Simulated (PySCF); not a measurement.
**Bonding in `CC(C)(C)NN[SiH3]`**

Species: C4H14N2Si.
Atom-mapped SMILES: `[CH3:1][C:2]([CH3:3])([CH3:4])[NH:5][NH:6][SiH3:7]` (hydrogens: H8, H9, H10 on C1; H11, H12, H13 on C3; H14, H15, H16 on C4; H17 on N5; H18 on N6; H19, H20, H21 on Si7)

Structure used (GFN2-xTB), in Å, numbered top down from 1:
```xyz
21
C4H14N2Si angstrom
C     -0.716    1.312   -0.333
C     -0.829   -0.148    0.121
C     -1.976   -0.294    1.123
C     -1.072   -1.053   -1.088
N      0.379   -0.627    0.810
N      1.553   -0.563    0.004
Si     2.891    0.468    0.321
H     -0.546    1.963    0.524
H      0.115    1.424   -1.024
H     -1.631    1.625   -0.830
H     -2.009   -1.311    1.505
H     -1.841    0.385    1.963
H     -2.924   -0.065    0.643
H     -1.116   -2.091   -0.770
H     -0.265   -0.941   -1.808
H     -2.008   -0.792   -1.574
H      0.525   -0.068    1.646
H      1.733   -1.483   -0.376
H      3.776    0.231   -0.815
H      2.362    1.833    0.377
H      3.592    0.214    1.591
```

Bond orders from the PBE0/pcSseg-1 density (PySCF). Isolated species at its GFN2-xTB geometry (one conformer only).

How far do the computed orders between heavy atoms stray from the drawn ones?

The largest departure is 0.078, at C2–N5 (drawn single, 0.922).

Give the Mayer order of every bond between heavy atoms, beside its length.

```json
{"bond": "C1–C2", "drawn as": "single", "length (Å)": "1.533", "Mayer order": "1.003"}
{"bond": "C2–C3", "drawn as": "single", "length (Å)": "1.530", "Mayer order": "1.024"}
{"bond": "C2–C4", "drawn as": "single", "length (Å)": "1.530", "Mayer order": "1.001"}
{"bond": "C2–N5", "drawn as": "single", "length (Å)": "1.472", "Mayer order": "0.922"}
{"bond": "N5–N6", "drawn as": "single", "length (Å)": "1.425", "Mayer order": "0.977"}
{"bond": "N6–Si7", "drawn as": "single", "length (Å)": "1.718", "Mayer order": "0.990"}
```

By pair of heavy elements: C–C: lowest C2–C4 and C1–C2 (1.001, 1.530 Å), highest C2–C3 (1.024, 1.530 Å). Bonds named together lie within 0.004.

And the bonds to hydrogen?

C–H: 0.95 to 0.96 (9 bonds); H–N: 0.92 to 0.94 (2 bonds); H–Si: 0.89 to 0.94 (3 bonds).

Sum the orders of all bonds at each heavy atom with more than one neighbour and set the sums beside the valence in the SMILES.

C1 3.875 (drawn 4), C2 3.950 (drawn 4), C3 3.907 (drawn 4), C4 3.885 (drawn 4), N5 2.834 (drawn 3), N6 2.891 (drawn 3), Si7 3.755 (drawn 4). Orders between atoms that aren't bonded are not in these sums.

The Mayer order sums products of elements of PS (density times overlap matrix) between the two atoms' basis functions, so it depends on the basis set.
